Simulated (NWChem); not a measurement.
# SiNH$_{5}$O; SMILES N[SiH2]O

```xyz
8

Si    -0.4681     0.0273    -0.0013
N      0.4164    -1.4415     0.0098
O      0.5398     1.3603    -0.0250
H     -1.3167     0.0927     1.2291
H     -1.3266    -0.0041    -1.2234
H      0.8162    -1.7902    -0.8538
H      1.0036    -1.6799     0.8011
H      0.1434     2.2079     0.1963
```
Atoms are numbered in this order, from 1.

Results from NWChem. All runs use the structure optimised with PBE0/def2-SVP. Total energies compare along this basis series because the functional is fixed.

| level | basis functions | energy (Ha) | highest occupied level (eV) | orbital gap (eV) | dipole (D) |
|---|---|---|---|---|---|
| TPSS/def2-SVP | 71 | -422.3812 | -6.05 | 6.94 | 0.55 |
| TPSS/def2-SVPD | 107 | -422.4040 | ? | ? | ? |
| TPSS/def2-TZVP | 129 | -422.6560 | -6.37 | 6.54 | 0.45 |
| TPSS/def2-TZVPP | 174 | -422.6594 | -6.38 | 6.53 | 0.43 |

**Question.** What belongs in the gaps?

**Answer.** 
- TPSS/def2-SVPD, highest occupied level (eV): -6.43
- TPSS/def2-SVPD, orbital gap (eV): 6.29
- TPSS/def2-SVPD, dipole (D): 0.36
